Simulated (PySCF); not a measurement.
A GIAO shielding run with PySCF 2.14.0 with density-fitted response routines (density fitting, non-relativistic, gas phase) on SMILES CNC(C)(C)[SiH2][SiH2]F, C4H14FNSi2:

```
$ OMP_NUM_THREADS=1 python probes_run.py task.json out

{"job": {"kind": "nmr", "xc": "PBE0", "basis": "pcSseg-1"}, "charge": 0, "multiplicity": 1}
C     -1.463392     1.276211     0.856214
N     -0.630799     0.101427     1.008006
C     -0.303302    -0.637871    -0.215789
C     -1.521778    -0.984886    -1.073003
C      0.361033    -1.939136     0.234703
Si     0.989547     0.432552    -1.155538
Si     2.290783     1.417919     0.465821
F      3.572726     2.038458    -0.307933
H     -2.494540     1.062362     0.542269
H     -1.014918     1.945433     0.122416
H     -1.501168     1.794393     1.815259
H     -1.066275    -0.525944     1.680496
H     -1.212613    -1.606216    -1.909774
H     -2.264275    -1.535269    -0.492134
H     -1.990478    -0.090509    -1.476013
H      1.200503    -1.730188     0.894316
H      0.720394    -2.503146    -0.622313
H     -0.348991    -2.565227     0.778092
H      0.291586     1.385221    -2.041985
H      1.689789    -0.450099    -2.107972
H      2.925809     0.542330     1.448778
H      1.759950     2.591570     1.154450
```

Hardware: 1 thread of an Arm Neoverse V1, shared host. The job also computes population analyses, field gradients.

Q: How large is the calculation?

A: 82 electrons, 220 basis functions and 1183 auxiliary functions.

Q: How long does it take, and how much memory does it need?

A: 49 s of wall time, with 12 SCF cycles and 4 response iterations; peak memory 1.1 GiB. Times on a shared host scatter by some tens of per cent.
